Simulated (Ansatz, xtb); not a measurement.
**Two isomers of C4H8BrNSi**

We compare I, `C[C@H](CC#N)[SiH2]Br`, a singlet, with II, `CC(C)(C#N)[SiH2]Br`, a singlet. Both are isolated molecules in the gas phase, relaxed with PBE-D3(BJ)/def2-SVP; the shapes shown needn't be the lowest conformers.

I (Å):

| atom | x (Å) | y (Å) | z (Å) |
| --- | --- | --- | --- |
| C | -0.1127 | -0.9405 | -0.4774 |
| C | -1.0275 | -0.1009 | -1.3827 |
| C | -2.2442 | 0.4824 | -0.6242 |
| C | -3.1111 | -0.5475 | -0.0479 |
| Br | -2.8669 | 0.1483 | -4.2188 |
| N | -3.7779 | -1.4008 | 0.3988 |
| Si | -1.5194 | -1.1084 | -2.9263 |
| H | 0.2638 | -0.3386 | 0.3764 |
| H | 0.7709 | -1.3224 | -1.0279 |
| H | -0.6532 | -1.8126 | -0.0545 |
| H | -0.4575 | 0.7687 | -1.7783 |
| H | -1.8975 | 1.1424 | 0.2016 |
| H | -2.8570 | 1.1137 | -1.3033 |
| H | -2.2540 | -2.3636 | -2.5608 |
| H | -0.2847 | -1.4352 | -3.7153 |

II (Å):

```xyz
15

C    -2.9994   -0.6144   -0.5949
C    -1.8529   -0.6179    0.4413
C    -1.7450   -1.9780    1.1670
C    -2.0151    0.4741    1.4020
Br    0.2680   -1.7588   -1.9510
N    -2.1024    1.3691    2.1569
Si   -0.1747   -0.1801   -0.4146
H    -2.8109   -1.3886   -1.3650
H    -3.9651   -0.8421   -0.0993
H    -3.0945    0.3662   -1.1010
H    -0.9389   -1.9771    1.9266
H    -2.7001   -2.2172    1.6776
H    -1.5319   -2.7793    0.4317
H     0.9280   -0.1816    0.5995
H    -0.2896    1.1414   -1.1109
```

Problem. Estimate E(II) − E(I) at the level CCSD(T)/def2-SVP + ΔMP2/def2-TZVPP.

Solution. Too close to call at this level: CCSD(T)/def2-SVP + ΔMP2/def2-TZVPP gives E(II) − E(I) = −1.79 kcal/mol.

The same difference at several levels:

```
                             level             geometry  E(II) − E(I) (kcal/mol)  departure from the last row (kcal/mol)  job, with rough time for the two
                          GFN2-xTB             GFN2-xTB                     −1.90                                   −0.11              optimisation, 0.22 s
                         HF/STO-3G             GFN2-xTB                     −1.09                                   +0.69              single point, 0.58 s
                r2SCAN-D4/def2-SVP             GFN2-xTB                     −1.69                                   +0.09               single point, 5.3 s
               PBE-D3(BJ)/def2-SVP  PBE-D3(BJ)/def2-SVP                     −0.98                                   +0.80                optimisation, 37 s
                       HF/def2-SVP  PBE-D3(BJ)/def2-SVP                     −0.03                                   +1.76           part of the CCSD(T) run
                      MP2/def2-SVP  PBE-D3(BJ)/def2-SVP                     −2.32                                   −0.53           part of the CCSD(T) run
                  CCSD(T)/def2-SVP  PBE-D3(BJ)/def2-SVP                     −1.75                                   +0.03                      single point
CCSD(T)/def2-SVP + ΔMP2/def2-TZVPP  PBE-D3(BJ)/def2-SVP                     −1.79                                                     single point, 2.4 min
```

As drawn, both hold the same kinds of bond in the same numbers. Structure I has 1 methyl group, II 2.

HF/def2-SVP finds them nearly level. The largest departure from CCSD(T)/def2-SVP + ΔMP2/def2-TZVPP is that of HF/def2-SVP, 1.76 kcal/mol. The last row adds to CCSD(T) the change of the MP2 difference between the two basis sets, here −0.03 kcal/mol.

With thermal terms from frequencies at re-optimised GFN2-xTB minima (ideal gas, soft modes damped towards free rotors, one conformer each, 298.15 K, 1 atm): on the last row, ΔE + ΔZPE = −2.04, ΔH = −1.81, ΔG = −2.04 kcal/mol.

The correlated steps freeze 19 core orbitals; the filled d shell of Br is correlated, in a basis made for valence electrons. Mirror images aren't counted in ΔG. Run with Ansatz 0.2.0, xtb 6.7.1; the last row on 4 threads of Arm Neoverse V1 on a shared host.
